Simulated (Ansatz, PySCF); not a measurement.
Cl$_{4}$Sn, charge -1, doublet, at a GFN2-xTB geometry (such geometries of metal compounds can be far from the true shape) (a state made from the parent by changing its charge; the spin is typed, not shown lowest) (all electrons, no relativity) (in this run its highest filled SCF level lies above zero, so its values depend strongly on the basis, on diffuse functions most of all). Base run: PBE/STO-3G (PySCF).

Geometry (Å):
```xyz
5

Cl    -1.9673    -0.9225    -1.2988
Sn     0.0000     0.0000     0.0000
Cl    -0.3462     2.4736     0.4122
Cl     2.1257    -0.3443    -1.3307
Cl     0.1878    -1.2067     2.2174
```
Charge -1, spin multiplicity 2.
Orbitals are unrestricted.
All else is at PySCF's defaults.

The same geometry, method and basis name were run in Ansatz (a first-principles code) and PySCF, at each program's defaults and at the settings that a row names. The base is PySCF at its defaults. Differences at the defaults can come from grids, fitting, cores and function types together.

```csv
code and settings,ΔE vs base (mEh),basis functions,E (Eh),SCF cycles
"PySCF, defaults (exact integrals, its default grid, spherical functions)",0.000,63,-7784.85866,6
"Ansatz, defaults (factorised integrals, its default grid, spherical functions)",0.000,63,-7784.85866,-
"PySCF, fine grid",-0.006,63,-7784.85867,6
"Ansatz, high accuracy",-0.003,63,-7784.85867,-
```

Open shells are given as the SCF converged; they aren't shown to be the lowest states, and a large step between rows can be another state.
